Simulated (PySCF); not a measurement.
How methods differ on the ionisation energy of Ho⁵⁵⁺

Ho⁵⁵⁺ [Ne] 3s2 → Ho⁵⁶⁺ [Ne] 3s1 [3s1/2^1, M_J = 1/2], as a difference of total energies. Computed with PySCF 2.14 in an even-tempered Gaussian basis (18 s from 16 bohr⁻², ratio 2.4; 14 p from 21 bohr⁻², ratio 2.4; 4 d from 67 bohr⁻², ratio 2.6; 4 f from 100 bohr⁻², ratio 2.6), with the two-component X2C-1e Hamiltonian. Correlated levels: 1s2 frozen; the 54 highest virtual spinors dropped. "Screened" scales the spin-orbit matrix elements by Boettger's factors to mimic the two-electron term; Breit and QED terms are absent.

| method | ionisation energy (eV) |
| --- | --- |
| GHF (spin-free) | 5497.8 |
| GHF (screened spin-orbit) | 5497.4 |
| GMP2 (screened spin-orbit) | 5501.1 |

Question: How much does correlation contribute at GMP2 (screened spin-orbit)?

Answer: 5501.1 − (5497.4) = 3.7 eV, measured against GHF (screened spin-orbit).

Breit and QED terms and the two-electron picture change are absent.

For comparison: 5494 ± 5 eV (theoretical estimate listed by NIST; NIST Atomic Spectra Database, ionization energies).
